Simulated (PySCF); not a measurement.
C₃H₇ClSi, SMILES [SiH3]C/C=C\Cl.

Coordinates come from a B3LYP-D3(BJ)/def2-SVP optimisation. The structure was generated by enumeration; whether it is a known compound was not checked. One conformer was computed; it need not be the lowest.

These are PBE/def2-TZVP in PySCF values and carry that method's errors.

The molecule is in vacuum.

Computed frontier levels, gap, dipole moment and polarisability:
The highest occupied level comes out as -5.92 eV. The lowest empty level is -1.17 eV, the orbital gap is 4.75 eV and the dipole moment is 1.46 D. The quadrupole, principal values (traceless, Buckingham form, about the centre of nuclear charge) comes out as -4.91, 0.70, 4.21 D·Å, the mean static polarisability comes out as 78.6 bohr³ (11.64 Å³) and the polarisability, principal values comes out as 62.0, 75.4, 98.3 bohr³.
